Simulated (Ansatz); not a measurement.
Ansatz (a first-principles code) input (HF/6-31G* with LANL2DZ past Ar): The .json file joins the Basis Set Exchange's 6-31G* for atoms up to Ar and LANL2DZ past it.

Ansatz 0.2 input:
```yaml
crystal:
  periodic: [false, false, false]
  atoms:
    - {symbol: Rb, position_ang: [-0.00000000, -0.00000000, -0.45619801]}
    - {symbol: O, position_ang: [0.00000000, 0.00000000, 2.10991581]}
basis:
  gaussian:
    orbitals: 6-31Gs+LANL2DZ.json
hamiltonian:
  xc: {name: HF}
magnetization: {spin_polarized: true, initial_magnetization: 1}
phonons: {temperatures: {t_min: 298.15, t_max: 298.15, t_step: 100}}
```

Output:

```
Functional definition: HF
integrals: 0.00 GiB planned
324 factors; integrals over basis functions are off by at most 2.0e-4 eV
mean field: 0.05 GiB planned
mean field evaluation 1: about -2674.7052 eV, gradient 2.1e1 eV
mean field evaluation 2: about -2674.7374 eV, gradient 2.1e1 eV
mean field evaluation 4: about -2676.5490 eV, gradient 1.0e0 eV
mean field evaluation 8: about -2676.5628 eV, gradient 3.9e-3 eV
mean field evaluation 16: about -2676.5691 eV, gradient 7.1e-1 eV
mean field evaluation 32: about -2676.6599 eV, gradient 2.1e-4 eV
mean field evaluation 64: about -2670.7063 eV, gradient 2.4e1 eV
mean field evaluation 96: about -2676.2360 eV, gradient 6.7e-1 eV
mean field evaluation 128: about -2674.2488 eV, gradient 1.7e0 eV
mean field evaluation 160: about -2674.8889 eV, gradient 1.9e0 eV
mean field evaluation 192: about -2674.1100 eV, gradient 2.0e0 eV
mean field evaluation 224: about -2673.9507 eV, gradient 1.2e1 eV
mean field evaluation 256: about -2675.6445 eV, gradient 1.6e0 eV
mean field evaluation 288: about -2676.1670 eV, gradient 7.3e-3 eV
mean field evaluation 320: about -2676.5628 eV, gradient 1.2e-3 eV
mean field -2676.65990050 eV, -98.3654370380 hartree, gradient 3.0e-6 eV, S^2 0.757981; 8 other end points of the search recorded, 0 dependent functions left out
the calculation of the forces begins
reference -2676.65990050 eV, -98.3654370380 hartree; 9, 8 occupied and 18, 19 virtual orbitals, 324 factors
these checks for a lower state are left out or cut short: stability, starts, cluster_reference, orbital_swaps, neighbouring_geometries, increment
integrals: 0.00 GiB planned
324 factors; integrals over basis functions are off by at most 2.0e-4 eV
mean field: 0.05 GiB planned
mean field -2676.65990050 eV, -98.3654370380 hartree, gradient 5.2e-7 eV, S^2 0.757982; 0 other end points of the search recorded, 0 dependent functions left out
the calculation of the forces begins
reference -2676.65990050 eV, -98.3654370380 hartree; 9, 8 occupied and 18, 19 virtual orbitals, 324 factors
these checks for a lower state are left out or cut short: stability, starts, cluster_reference, orbital_swaps, neighbouring_geometries, increment
integrals: 0.00 GiB planned
324 factors; integrals over basis functions are off by at most 2.0e-4 eV
mean field: 0.05 GiB planned
mean field -2676.65990050 eV, -98.3654370380 hartree, gradient 5.2e-7 eV, S^2 0.757982; 0 other end points of the search recorded, 0 dependent functions left out
the calculation of the forces begins
reference -2676.65990050 eV, -98.3654370380 hartree; 9, 8 occupied and 18, 19 virtual orbitals, 324 factors
these checks for a lower state are left out or cut short: stability, starts, cluster_reference, orbital_swaps, neighbouring_geometries, increment
integrals: 0.00 GiB planned
324 factors; integrals over basis functions are off by at most 2.0e-4 eV
mean field: 0.05 GiB planned
mean field -2676.65990050 eV, -98.3654370380 hartree, gradient 5.6e-7 eV, S^2 0.757982; 0 other end points of the search recorded, 0 dependent functions left out
the calculation of the forces begins
reference -2676.65990050 eV, -98.3654370380 hartree; 9, 8 occupied and 18, 19 virtual orbitals, 324 factors
these checks for a lower state are left out or cut short: stability, starts, cluster_reference, orbital_swaps, neighbouring_geometries, increment
integrals: 0.00 GiB planned
324 factors; integrals over basis functions are off by at most 2.0e-4 eV
mean field: 0.05 GiB planned
mean field evaluation 352: about -2676.6599 eV, gradient 6.1e-3 eV
mean field -2676.65990050 eV, -98.3654370380 hartree, gradient 5.6e-7 eV, S^2 0.757982; 0 other end points of the search recorded, 0 dependent functions left out
the calculation of the forces begins
reference -2676.65990050 eV, -98.3654370380 hartree; 9, 8 occupied and 18, 19 virtual orbitals, 324 factors
these checks for a lower state are left out or cut short: stability, starts, cluster_reference, orbital_swaps, neighbouring_geometries, increment
integrals: 0.00 GiB planned
324 factors; integrals over basis functions are off by at most 2.0e-4 eV
mean field: 0.05 GiB planned
mean field -2676.65987972 eV, -98.3654362744 hartree, gradient 2.8e-6 eV, S^2 0.757954; 0 other end points of the search recorded, 0 dependent functions left out
the calculation of the forces begins
reference -2676.65987972 eV, -98.3654362744 hartree; 9, 8 occupied and 18, 19 virtual orbitals, 324 factors
these checks for a lower state are left out or cut short: stability, starts, cluster_reference, orbital_swaps, neighbouring_geometries, increment
integrals: 0.00 GiB planned
324 factors; integrals over basis functions are off by at most 2.0e-4 eV
mean field: 0.05 GiB planned
mean field -2676.65988353 eV, -98.3654364146 hartree, gradient 2.6e-6 eV, S^2 0.758009; 0 other end points of the search recorded, 0 dependent functions left out
the calculation of the forces begins
reference -2676.65988353 eV, -98.3654364146 hartree; 9, 8 occupied and 18, 19 virtual orbitals, 324 factors
these checks for a lower state are left out or cut short: stability, starts, cluster_reference, orbital_swaps, neighbouring_geometries, increment
integrals: 0.00 GiB planned
324 factors; integrals over basis functions are off by at most 2.0e-4 eV
mean field: 0.05 GiB planned
mean field -2676.65990050 eV, -98.3654370380 hartree, gradient 5.2e-7 eV, S^2 0.757982; 0 other end points of the search recorded, 0 dependent functions left out
the calculation of the forces begins
reference -2676.65990050 eV, -98.3654370380 hartree; 9, 8 occupied and 18, 19 virtual orbitals, 324 factors
these checks for a lower state are left out or cut short: stability, starts, cluster_reference, orbital_swaps, neighbouring_geometries, increment
integrals: 0.00 GiB planned
324 factors; integrals over basis functions are off by at most 2.0e-4 eV
mean field: 0.05 GiB planned
mean field evaluation 384: about -2676.6599 eV, gradient 1.6e-6 eV
mean field -2676.65990050 eV, -98.3654370380 hartree, gradient 5.2e-7 eV, S^2 0.757982; 0 other end points of the search recorded, 0 dependent functions left out
the calculation of the forces begins
reference -2676.65990050 eV, -98.3654370380 hartree; 9, 8 occupied and 18, 19 virtual orbitals, 324 factors
these checks for a lower state are left out or cut short: stability, starts, cluster_reference, orbital_swaps, neighbouring_geometries, increment
integrals: 0.00 GiB planned
324 factors; integrals over basis functions are off by at most 2.0e-4 eV
mean field: 0.05 GiB planned
mean field -2676.65990050 eV, -98.3654370380 hartree, gradient 5.6e-7 eV, S^2 0.757982; 0 other end points of the search recorded, 0 dependent functions left out
the calculation of the forces begins
reference -2676.65990050 eV, -98.3654370380 hartree; 9, 8 occupied and 18, 19 virtual orbitals, 324 factors
these checks for a lower state are left out or cut short: stability, starts, cluster_reference, orbital_swaps, neighbouring_geometries, increment
integrals: 0.00 GiB planned
324 factors; integrals over basis functions are off by at most 2.0e-4 eV
mean field: 0.05 GiB planned
mean field -2676.65990050 eV, -98.3654370380 hartree, gradient 5.6e-7 eV, S^2 0.757982; 0 other end points of the search recorded, 0 dependent functions left out
the calculation of the forces begins
reference -2676.65990050 eV, -98.3654370380 hartree; 9, 8 occupied and 18, 19 virtual orbitals, 324 factors
these checks for a lower state are left out or cut short: stability, starts, cluster_reference, orbital_swaps, neighbouring_geometries, increment
integrals: 0.00 GiB planned
324 factors; integrals over basis functions are off by at most 2.0e-4 eV
mean field: 0.05 GiB planned
mean field -2676.65988353 eV, -98.3654364146 hartree, gradient 2.6e-6 eV, S^2 0.758009; 0 other end points of the search recorded, 0 dependent functions left out
the calculation of the forces begins
reference -2676.65988353 eV, -98.3654364146 hartree; 9, 8 occupied and 18, 19 virtual orbitals, 324 factors
these checks for a lower state are left out or cut short: stability, starts, cluster_reference, orbital_swaps, neighbouring_geometries, increment
integrals: 0.00 GiB planned
324 factors; integrals over basis functions are off by at most 2.0e-4 eV
mean field: 0.05 GiB planned
mean field -2676.65987972 eV, -98.3654362744 hartree, gradient 2.8e-6 eV, S^2 0.757954; 0 other end points of the search recorded, 0 dependent functions left out
the calculation of the forces begins
reference -2676.65987972 eV, -98.3654362744 hartree; 9, 8 occupied and 18, 19 virtual orbitals, 324 factors
Total energy: -2676.65990050 eV, -98.3654370380 hartree
Atom 0 at    -0.000000    -0.000000    -0.456198 Å, force     0.000000    -0.000000    -0.000730 eV/Å
Atom 1 at     0.000000     0.000000     2.109916 Å, force    -0.000000     0.000000     0.000730 eV/Å
Dipole moment:     0.000000    -0.000000    -2.295451 e Å
Vibrations: 349.19 cm⁻¹, zero-point energy 0.021647 eV
```

The blocks after the first are displaced geometries, from whose forces the wavenumbers follow.
